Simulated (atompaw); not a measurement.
# How hard is this nitrogen PAW (atompaw) potential?

* Element: nitrogen (N)
* Generator: atompaw 4.2.0.5
* Type: PAW
* Functional: LDA (PW92)
* Relativity: non-relativistic
* Frozen core: [He]
* Valence charge: 5
* Reference configuration: 2s2 2p1 (charge +2)
* Partial waves: 2s (bound): rc 1.85 bohr; 2s channel at -3.47 Ry: rc 1.05 bohr; 2p (bound): rc 1.85 bohr; 2p channel at -0.25 Ry: rc 1.85 bohr; 3d channel at 0.3 Ry: rc 1.85 bohr; 3d channel at 0.9 Ry: rc 1.85 bohr
* Local potential: ultrasoft scheme with l = 3 at -0.5 Ry, radius 1.80 bohr
* Core correction: smooth core density matched at 1.75 bohr
* Augmentation charge: gaussian compensation charge, radius 1.70 bohr; PAW radius 1.85 bohr; waves and projectors: custom polynom vanderbiltortho

The pseudo-atom Hamiltonian at the reference potential is diagonalised in spherical Bessel functions j_l(qr) that vanish at 20 bohr, with q² up to the cutoff. All-electron valence levels (Ry): 2s -3.5913, 2p -2.7652.

Question: How do the lowest levels (Ry) of each channel move with the cutoff, and are there ghosts?

Answer:

```json
{"cutoff (Ry)": "8", "s #1": "-3.5653", "s #2": "-0.9404", "p #1": "-2.3279", "d #1": "-0.5762", "d #2": "-0.2919", "f #1": "-0.2582", "f #2": "-0.1432", "Σ f·Δε (mRy)": "489.2"}
{"cutoff (Ry)": "10", "s #1": "-3.5833", "s #2": "-0.9463", "p #1": "-2.5463", "d #1": "-0.5809", "d #2": "-0.2937", "f #1": "-0.2582", "f #2": "-0.1432", "Σ f·Δε (mRy)": "234.9"}
{"cutoff (Ry)": "12", "s #1": "-3.5893", "s #2": "-0.9483", "p #1": "-2.6733", "d #1": "-0.5837", "d #2": "-0.2948", "f #1": "-0.2582", "f #2": "-0.1433", "Σ f·Δε (mRy)": "95.8"}
{"cutoff (Ry)": "15", "s #1": "-3.5909", "s #2": "-0.9488", "p #1": "-2.7474", "d #1": "-0.5853", "d #2": "-0.2954", "f #1": "-0.2582", "f #2": "-0.1433", "Σ f·Δε (mRy)": "18.6"}
{"cutoff (Ry)": "18", "s #1": "-3.5912", "s #2": "-0.9489", "p #1": "-2.7606", "d #1": "-0.5863", "d #2": "-0.2958", "f #1": "-0.2582", "f #2": "-0.1433", "Σ f·Δε (mRy)": "4.8"}
{"cutoff (Ry)": "21", "s #1": "-3.5912", "s #2": "-0.9489", "p #1": "-2.7640", "d #1": "-0.5865", "d #2": "-0.2959", "f #1": "-0.2582", "f #2": "-0.1433", "Σ f·Δε (mRy)": "1.4"}
{"cutoff (Ry)": "25", "s #1": "-3.5912", "s #2": "-0.9489", "p #1": "-2.7645", "d #1": "-0.5866", "d #2": "-0.2959", "f #1": "-0.2582", "f #2": "-0.1433", "Σ f·Δε (mRy)": "0.8"}
{"cutoff (Ry)": "30", "s #1": "-3.5912", "s #2": "-0.9489", "p #1": "-2.7647", "d #1": "-0.5866", "d #2": "-0.2959", "f #1": "-0.2582", "f #2": "-0.1433", "Σ f·Δε (mRy)": "0.6"}
{"cutoff (Ry)": "35", "s #1": "-3.5913", "s #2": "-0.9490", "p #1": "-2.7650", "d #1": "-0.5866", "d #2": "-0.2959", "f #1": "-0.2582", "f #2": "-0.1433", "Σ f·Δε (mRy)": "0.2"}
{"cutoff (Ry)": "400", "s #1": "-3.5913", "s #2": "-3.0517", "p #1": "-2.7652", "d #1": "-0.5866", "d #2": "-0.2959", "f #1": "-0.2582", "f #2": "-0.1433", "Σ f·Δε (mRy)": "0.0"}
```

Result: ghost state, extra bound levels that the all-electron valence spectrum of the same l lacks: s at -41.5 eV (a true bound ghost makes a file unfit for plane-wave use); 10 mRy is reached at 18 Ry and 1 mRy at 25 Ry.
